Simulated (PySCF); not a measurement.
C3H5Cl2F, SMILES [C@H](C(Cl)Cl)(C)F. Atoms are numbered in the order given.

```xyz
11

C     -2.3040     0.3278     0.0823
C     -0.9298     0.3550     0.7066
F     -0.7370    -0.7827     1.4406
C      0.1969     0.4972    -0.3091
Cl     1.7614     0.6358     0.5191
Cl     0.2138    -0.8493    -1.4685
H     -2.3965    -0.5334    -0.5936
H     -3.0597     0.2404     0.8749
H     -2.4980     1.2500    -0.4846
H     -0.8318     1.2198     1.3883
H      0.0609     1.4180    -0.8906
```

Geometry optimised at PBE0-D3(BJ)/def2-SVP. The structure was generated by enumeration; whether it is a known compound was not checked. The values are those of a single conformer.

These are PBE/pcSseg-1 in PySCF values and carry that method's errors.

GIAO shieldings, no solvent; atoms listed in one row are averaged. δ = σ(ref) − σ: ¹³C against TMS (σ = 182.0 ppm); ¹⁹F against CFCl3 (σ = 133.6 ppm); ³⁵Cl against HCl (σ = 936.5 ppm); ¹H against TMS (σ = 31.49 ppm), references at their B3LYP-D3(BJ)/def2-TZVP geometries, non-relativistic (without spin–orbit terms, shifts of atoms bonded to Cl or Br come out too high).

```csv
nucleus,atoms,count,δ (ppm)
¹³C,C2,1,98.4
¹³C,C4,1,94.3
¹³C,C1,1,22.3
¹⁹F,F3,1,-236.3
³⁵Cl,Cl5,1,290.0
³⁵Cl,Cl6,1,226.3
¹H,H11,1,5.92
¹H,H10,1,5.01
¹H,"H7, H8, H9",3,1.60
```
